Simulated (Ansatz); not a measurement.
Job for Ansatz (a first-principles code): U-CCSD(T)/cc-pVDZ on CH5BO (SMILES BOC), a point of a bond scan (R = 1.192 Å).

Ansatz 0.2 input:
```yaml
crystal:
  periodic: [false, false, false]
  atoms:
    - {symbol: B, position_ang: [-0.29601612, 0.11287921, 1.27194518]}
    - {symbol: H, position_ang: [-1.18413033, 0.52665691, 1.95150054]}
    - {symbol: H, position_ang: [0.69681460, -0.37886937, 1.73084670]}
    - {symbol: O, position_ang: [-0.44734906, 0.21797670, -0.05665238]}
    - {symbol: C, position_ang: [0.53525936, -0.23564232, -0.98322630]}
    - {symbol: H, position_ang: [1.39622510, -0.66492676, -0.46632952]}
    - {symbol: H, position_ang: [0.08263230, -0.98692983, -1.63070172]}
    - {symbol: H, position_ang: [0.85577534, 0.60971339, -1.59246502]}
basis:
  gaussian:
    orbitals: cc-pVDZ
correlation: {method: ccsd_t, electrons: outside_noble_gas}
scf: {omitted_lower_state_checks: [cluster_reference]}
magnetization: {spin_polarized: true, initial_magnetization: 0}
```

The log:

```
WARN ansatz: RAYON_NUM_THREADS=1 ignored (pool sized by the plan → 1); use --threads N
Functional definition: HF
these checks for a lower state are left out or cut short: cluster_reference
integrals: 0.06 GiB planned
603 factors; integrals over basis functions are off by at most 1.1e-3 eV
mean field: 0.15 GiB planned
mean field evaluation 1: about -3817.4858 eV, gradient 1.8e1 eV
mean field evaluation 2: about -3817.6012 eV, gradient 1.8e1 eV
mean field evaluation 4: about -3819.1986 eV, gradient 2.4e0 eV
mean field evaluation 8: about -3819.2305 eV, gradient 2.9e-4 eV
mean field -3819.23049909 eV, -140.3541320742 hartree, gradient 8.3e-7 eV, S^2 0.000000; 0 other end points of the search recorded, 0 dependent functions left out
3 core orbitals not correlated
reference -3819.23049909 eV, -140.3541320742 hartree; 9, 9 occupied and 55, 55 virtual orbitals, 603 factors
second order -11.36747475 eV of doubles, -0.00000000 eV of singles
coupled cluster: 0.25 GiB planned
cycle   1  -11.92122587 eV  change   -5.5e-1 eV  update   8.6e-2
cycle   2  -12.26687240 eV  change   -3.5e-1 eV  update   2.5e-2
cycle   3  -12.36256981 eV  change   -9.6e-2 eV  update   1.5e-2
cycle   4  -12.35870116 eV  change    3.9e-3 eV  update   4.7e-3
cycle   5  -12.35808816 eV  change    6.1e-4 eV  update   1.8e-3
cycle   6  -12.35789814 eV  change    1.9e-4 eV  update   4.6e-4
cycle   7  -12.35774330 eV  change    1.5e-4 eV  update   1.2e-4
cycle   8  -12.35774747 eV  change   -4.2e-6 eV  update   3.4e-5
cycle   9  -12.35774657 eV  change    9.0e-7 eV  update   8.0e-6
perturbative correction -0.31423897 eV, -0.0115480691 hartree
Total energy: -3831.90248463 eV, -140.8198189535 hartree
Checks for a lower state left out: cluster_reference
```

Self-consistency was reached.

Cost: very roughly 5 core-seconds.
